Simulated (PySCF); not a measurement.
Job file and geometry (Å, from PBE0-D3(BJ)/def2-SVP) of an NMR shielding run on SMILES C=CC[Si@H](N)[SiH3], C₃H₁₁NSi₂, PySCF 2.14.0, density-fitted response routines, GIAO PBE0/pcSseg-1 NMR shielding, non-relativistic, gas phase; density fitting, a coarse starting grid and PySCF grid level 2 are the driver's defaults:

```
{"job": {"kind": "nmr", "xc": "PBE0", "basis": "pcSseg-1"}, "charge": 0, "multiplicity": 1}
C      2.742782    -0.654163     0.136832
C      1.465988    -0.828952    -0.211675
C      0.649785     0.119819    -1.021560
Si    -0.709523     0.990101    -0.023084
N      0.027269     1.718549     1.363551
Si    -2.314313    -0.527242     0.769608
H      3.267604    -1.383229     0.759005
H      3.310491     0.223936    -0.189391
H      0.946772    -1.727948     0.145580
H      1.284467     0.902001    -1.473483
H      0.143761    -0.398024    -1.856180
H     -1.393828     1.933262    -0.978760
H      0.927209     2.179359     1.287973
H     -0.532426     2.121062     2.105417
H     -1.664496    -1.675799     1.476867
H     -3.137379    -1.075111    -0.355957
H     -3.243094     0.140079     1.737775
```

Question: Write the output of this run.

Answer: 
```
coarse grid: 14392 points
cycle   1  E = -754.0811010397  dE =  2.204e-01  |g| = 5.062e-01  |ddm| = 3.569e+00
cycle   2  E = -754.0445577979  dE =  3.654e-02  |g| = 6.475e-01  |ddm| = 1.038e+00
cycle   3  E = -754.1413353492  dE = -9.678e-02  |g| = 6.183e-02  |ddm| = 6.801e-01
cycle   4  E = -754.1421036360  dE = -7.683e-04  |g| = 2.607e-02  |ddm| = 8.777e-02
cycle   5  E = -754.1422661135  dE = -1.625e-04  |g| = 4.555e-03  |ddm| = 2.545e-02
cycle   6  E = -754.1422716856  dE = -5.572e-06  |g| = 1.040e-03  |ddm| = 6.495e-03
final grid: 127560 points
cycle   7  E = -754.1736922942  dE = -2.031e-05  |g| = 7.771e-03  |ddm| = 2.152e-02
cycle   8  E = -754.1736830074  dE =  9.287e-06  |g| = 1.011e-02  |ddm| = 1.576e-02
cycle   9  E = -754.1737066633  dE = -2.366e-05  |g| = 7.910e-04  |ddm| = 9.161e-03
cycle  10  E = -754.1737067977  dE = -1.344e-07  |g| = 2.160e-04  |ddm| = 8.473e-04
cycle  11  E = -754.1737068078  dE = -1.008e-08  |g| = 6.298e-05  |ddm| = 1.983e-04
cycle  12  E = -754.1737068085  dE = -7.635e-10  |g| = 3.237e-05  |ddm| = 8.006e-05
cycle  13  E = -754.1737068088  dE = -2.678e-10  |g| = 5.293e-06  |ddm| = 3.235e-05
converged SCF energy = -754.1737068088

GIAO shielding tensors (ppm)
atom      isotropic    diamagn.    paramagn.     s11        s22        s33       span
  0 C       63.325     253.761    -190.436    -50.589     88.480    152.083    202.672
  1 C       40.952     256.962    -216.011    -81.623     45.610    158.868    240.491
  2 C      159.972     253.965     -93.993    142.813    154.713    182.390     39.577
  3 Si     380.855     880.175    -499.320    344.042    362.660    435.864     91.822
  4 N      257.746     318.035     -60.289    217.607    258.738    296.892     79.285
  5 Si     463.612     880.791    -417.178    455.686    461.279    473.873     18.187
  6 H       26.045      29.181      -3.135     22.811     24.948     30.377      7.566
  7 H       26.012      30.973      -4.962     22.261     25.436     30.338      8.077
  8 H       25.170      32.714      -7.544     22.898     23.956     28.657      5.759
  9 H       29.224      32.268      -3.044     25.879     28.056     33.738      7.858
 10 H       29.617      31.627      -2.010     26.476     27.101     35.274      8.798
 11 H       26.114      29.373      -3.259     23.043     24.013     31.287      8.244
 12 H       31.353      31.946      -0.593     23.182     28.480     42.399     19.217
 13 H       31.383      30.565       0.818     23.258     27.805     43.087     19.829
 14 H       27.761      29.798      -2.037     24.256     26.531     32.496      8.241
 15 H       27.972      29.051      -1.079     24.920     25.591     33.407      8.487
 16 H       27.888      28.870      -0.982     24.625     25.906     33.134      8.508
```

Question: Turn these shieldings into chemical shifts. References, each an isolated molecule treated in the same way: ¹³C (σ = 184.41 ppm) and ²⁹Si (σ = 351.99 ppm) and ¹H (σ = 31.27 ppm) vs TMS; ¹⁵N (σ = 265.67 ppm) vs NH3.

Answer: Averaging equivalent atoms: C 1: 143.5; C 0: 121.1; C 2: 24.4; Si 3: -28.9; Si 5: -111.6; N 4: 7.9; H 8: 6.10; H 7: 5.26; H 6: 5.22; H 11: 5.15; H 14/15/16: 3.39; H 9: 2.04; H 10: 1.65; H 12/13: -0.10 ppm. Experimental scales use liquid or dissolved standards, which lie at an offset from isolated NH3 (liquid NH3: subtract about 20 ppm).

Size and cost of the density-fitted run: 171 basis functions, 20 s wall time on 1 thread of an x86-64 server CPU, shared host.
